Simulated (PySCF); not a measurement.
InCl2, SMILES [Cl][In+][Cl], charge +1. Geometry: B3LYP-D3(BJ)/def2-TZVP. The multiplicity is an assumed one; other spin states were not compared. The isomer is the one that the SMILES or the coordinates give; other isomers of the formula were not compared. The def2 effective core potentials stand for the cores of In; spin–orbit coupling is left out.

**Question.** Give the equilibrium geometry at B3LYP-D3(BJ)/def2-TZVP (PySCF confirms it by a frequency run) as a Z-matrix, and its point group. (The exact figures need the calculation; the answer reports its results.)

**Answer.** point group D∞h.
```
In
Cl 1 2.2243
Cl 1 2.2243 2 180.00
```
Charge +1, spin multiplicity 1.
